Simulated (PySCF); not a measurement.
C2H6MgS, SMILES [CH2]([Mg][SH])C.

The structure is a stationary point at PBE0-D3(BJ)/def2-SVP. The structure was generated by enumeration; whether it is a known compound was not checked. One conformer was computed; it need not be the lowest.

Two levels are set side by side: PBE/def2-TZVP (PySCF) and ωB97X/def2-TZVP (PySCF). Same geometry, gas phase. Differences are taken from unrounded values.

| quantity | PBE |
|---|---|
| orbital gap (eV) | 3.91 |
| highest occupied level (eV) | -5.58 |
| lowest empty level (eV) | -1.67 |
| dipole moment (D) | 1.91 |
| mean polarisability (bohr³) | 78.5 |

### Question
These are the PBE values. What does ωB97X give? (An estimate is asked for; the answer gives what the named calculation found.)

### Answer

```
quantity                     ωB97X  PBE minus ωB97X
---------------------------  -----  ---------------
orbital gap (eV)              9.66            -5.75
highest occupied level (eV)  -9.02             3.44
lowest empty level (eV)       0.64            -2.31
dipole moment (D)             1.98            -0.07
mean polarisability (bohr³)   71.8              6.7
```

Without exact exchange PBE keeps part of each electron's self-repulsion, which lifts occupied levels and narrows the gap. PBE's more diffuse valence density responds more strongly to a field. Differences between two approximate levels are no errors against the true value.

Rough cost on one machine, each run with all the roots and properties that it gave: ωB97X against PBE within a factor of 2.
